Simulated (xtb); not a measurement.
2-phenylselenophene (C10H8Se), SMILES c1cc(-c2ccc[se]2)ccc1. All values are semi-empirical tight-binding results from xtb (GFN2-xTB unless named), good for trends rather than for accurate numbers. Coordinates come from a GFN2-xTB optimisation. One conformer was computed; it need not be the lowest.

* **orbital gap**: 2.95 eV
* **zero-point energy**: 88.8 kcal/mol
* **G − E(el) at 298.15 K (modified RRHO)**: 66.5 kcal/mol
* **static polarisability (D4 model)**: 134.3 bohr³
* **solvation energy, GFN2-xTB/ALPB(water)**: -0.9 kcal/mol
* **solvation energy, GFN2-xTB/ALPB(chcl3)**: -7.8 kcal/mol
